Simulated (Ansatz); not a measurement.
# A geometry optimisation of Al2FGeH5 with r2SCAN-D4/def2-SVP

The starting geometry of this gas-phase singlet was optimised with GFN2-xTB.

```xyz
9

Al   -0.1739   -0.5882    0.9871
Al    1.7155    0.4839   -0.6478
F    -1.0211    0.2863    2.1092
Ge    2.2926   -1.1058    1.2874
H    -1.0482   -1.4183    0.0027
H     1.8719   -1.2074   -0.5619
H     2.1472    0.7507    0.9887
H     2.5961    1.1974   -1.7094
H     0.1600    0.9318   -0.8153
```

**Question.** Predict what it relaxes into with r2SCAN-D4/def2-SVP.

**Answer.** A new bond forms, giving a structure with H6 bridging Al2 and Ge4, H7 bridging Ge4 and Al2, H9 bridging Al2 and Al1, given below by its coordinates. Distances that change by over a tenth: Ge4–H7 (1.89 → 1.69 Å). Contacts that close: Al1–H9 (2.38 → 1.86 Å).

The energy falls by 0.76 eV over 14 steps:

```json
{"step": "1", "E − E(last) (eV)": "0.756"}
{"step": "2", "E − E(last) (eV)": "0.256"}
{"step": "4", "E − E(last) (eV)": "0.068"}
{"step": "5", "E − E(last) (eV)": "0.026"}
{"step": "7", "E − E(last) (eV)": "0.005"}
{"step": "8", "E − E(last) (eV)": "0.002"}
{"step": "10", "E − E(last) (eV)": "0.000"}
{"step": "11", "E − E(last) (eV)": "0.000"}
{"step": "13", "E − E(last) (eV)": "0.000"}
{"step": "14", "E − E(last) (eV)": "0.000"}
```

Final geometry (Å):

| atom | x (Å) | y (Å) | z (Å) |
| --- | --- | --- | --- |
| Al | -0.3546 | -0.4756 | 0.7841 |
| Al | 1.6738 | 0.5253 | -0.5663 |
| F | -1.0053 | 0.6228 | 1.8763 |
| Ge | 2.1478 | -1.1313 | 1.2255 |
| H | -1.2785 | -1.5919 | 0.1494 |
| H | 2.3153 | -1.1495 | -0.4949 |
| H | 2.6874 | 0.4499 | 0.9672 |
| H | 2.3708 | 1.5049 | -1.5841 |
| H | -0.0167 | 0.5757 | -0.7163 |

No frequencies were run, so the end isn't proven a minimum. Run with Ansatz 0.2.0, 45 s on 2 threads of Arm Neoverse V1, on a shared host.
